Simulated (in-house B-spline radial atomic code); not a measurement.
Values are calculated unless marked as measured or tabulated.
## Sb in an electron gas of r_s = 2.4: phase shifts, screening, friction and resistivity

A nucleus sits in a uniform electron gas with a rigid positive background. The Kohn-Sham equations are solved self-consistently in the spin-unpolarised LDA (PW92), non-relativistic, on B-splines with outgoing waves at the boundary and partial waves to l = 8. The model has no lattice, no bands and no magnetic solution. Atomic units; δ_l are the phase shifts at the Fermi level, counted so that each bound state adds π, and good to about 0.0005.

The density parameter is r_s = 2.4 bohr, near that of the valence electrons of In (3 per atom, density 7.31 g/cm³, mass 114.82 u, which gives r_s = 2.41).

```tsv
l	δ_l (rad)
0	13.5234
1	10.8767
2	6.6614
3	0.0789
4	0.0096
5	0.0014
6	0.0003
7	0.0002
8	0.0002
```

Bound levels below the band bottom (hartree): d -18.86, s -4.69, p -3.288, d -0.9433, s -0.1582 and deeper ones.

Task: Check the Friedel sum rule, and say where the screening charge sits.

Result: k_F = (9π/4)^(1/3)/r_s = 0.79965. The rule is Z = (2/π) Σ (2l + 1) δ_l. The terms are s 8.609, p 20.773, d 21.204, f 0.352 and 0.071 beyond, in all 51.009 against Z = 51. Bound states hold 10 s, 18 p, 20 d electrons, so the scattering states carry 3.01 in all; where a term is smaller than its bound count, the bound level has drawn weight out of the band.

Task: Find the transport cross section and the electronic stopping of a 5 keV Sb ion (mass 121.76 u).

Result: σ_tr = (4π/k_F²) Σ (l + 1) sin²(δ_l − δ_(l+1)). The terms for l = 0 to 3 are 0.2256, 1.5452, 0.2608, 0.0192, all together 2.0511, so σ_tr = 19.652 × 2.0511 = 40.309 bohr². With n = 3/(4π r_s³) = 0.01727, the friction coefficient is Q = n k_F σ_tr = 0.5566. For v well below v_F = 0.800, dE/dx = Q v; with 24801 eV per u at v = 1, v = √(5000/(24801 × 121.76)) = 0.0407, so dE/dx = 0.02265 hartree/bohr = 11.6 eV/nm. The largest term couples the p and d waves.

Task: What residual resistivity would 1 atomic per cent of such centres give in In?

Result: Δρ = k_F n_i σ_tr/n in atomic units of 21.74 μΩ·cm. With one host atom per 3 electrons, n_i/n = 0.01/3, so Δρ = 0.7996 × 0.00333 × 40.309 × 21.74 = 2.34 μΩ·cm. This is an atom added to the gas, as on an interstitial site.

Task: On a substitutional site the background of one host ion, a sphere holding 3 charges, is taken out. The phase shifts for l = 0 to 4 become 13.2408, 10.3099, 6.2670, -0.0093, -0.0036. What follows?

Result: The Friedel sum is now 48.00, for Z − 3 = 48. The sum in σ_tr is 1.2738, so σ_tr = 25.03 bohr² and Δρ = 1.45 μΩ·cm per atomic per cent, 0.62 times the value above. A real host ion scatters too, so this model doesn't give zero even for the host's own atom.
